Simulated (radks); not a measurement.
Results of a calculation; reference values are marked as such.
Correlation energies from several functionals, in hartree. Species: Hg+ [Xe] 4f14 5d10 6s1; Bi3+ [Hg]; Cr [Ar] 3d5 4s1. Code: a radial shooting solver on a logarithmic mesh with Libxc functionals. Model: non-relativistic Kohn-Sham, LDA (Slater exchange, Perdew-Wang correlation), spin-polarised, spherical densities, point nucleus. Every spin shell is full or empty, so the densities are truly spherical. Functionals are evaluated on that one density, not self-consistently.

[
 {"functional": "PW92", "Hg+": "-8.2784", "Bi3+": "-8.5231", "Cr": "-1.9370"},
 {"functional": "PZ", "Hg+": "-8.2845", "Bi3+": "-8.5311", "Cr": "-1.9269"},
 {"functional": "Wigner", "Hg+": "-4.2709", "Bi3+": "-4.3537", "Cr": "-1.1090"},
 {"functional": "Chachiyo", "Hg+": "-8.1877", "Bi3+": "-8.4329", "Cr": "-1.9002"},
 {"functional": "PBE", "Hg+": "-4.8762", "Bi3+": "-5.0113", "Cr": "-0.98272"},
 {"functional": "PBEsol", "Hg+": "-5.4560", "Bi3+": "-5.6061", "Cr": "-1.1354"},
 {"functional": "LYP", "Hg+": "-4.3128", "Bi3+": "-4.4179", "Cr": "-1.0085"},
 {"functional": "PW91", "Hg+": "-5.2301", "Bi3+": "-5.3788", "Cr": "-1.0730"},
 {"functional": "AM05", "Hg+": "-7.8027", "Bi3+": "-8.0389", "Cr": "-1.7751"},
 {"functional": "OP (B88)", "Hg+": "-4.2311", "Bi3+": "-4.3381", "Cr": "-0.96771"},
 {"functional": "TPSS", "Hg+": "-4.8727", "Bi3+": "-5.0096", "Cr": "-0.98279"},
 {"functional": "revTPSS", "Hg+": "-4.9128", "Bi3+": "-5.0492", "Cr": "-1.0016"},
 {"functional": "SCAN", "Hg+": "-4.9104", "Bi3+": "-5.0404", "Cr": "-0.99240"},
 {"functional": "r2SCAN", "Hg+": "-4.9242", "Bi3+": "-5.0562", "Cr": "-1.0012"},
 {"functional": "B95", "Hg+": "-6.0459", "Bi3+": "-6.2498", "Cr": "-1.1535"}
]
